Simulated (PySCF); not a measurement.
## Electron correlation in Ag (silver, neutral)

[Kr] 4d9 5s1 6s1, high-spin 4D determinant (an excited configuration). Calculation: PySCF 2.14, in x2c-QZVPPall with one added diffuse shell each of s, p, d, f, g type (14s9p8d5f3g, 143 functions); scalar relativity by spin-free X2C-1e. Frozen: [Kr]; 11 electrons correlated.

MP2 pair energies summed by pair of shells (mhartree):

```tsv
pair	energy	share (%)
4d-4d	-293.33	85.8
4d-5s	-43.18	12.6
4d-6s	-3.55	1.0
5s-6s	-1.83	0.5
```

Total MP2 correlation energy: -341.89 mhartree.

Same-spin part -128.09 and opposite-spin part -213.80 mhartree; SCS-MP2 scales them by 1/3 and 6/5 to -299.26 mhartree.
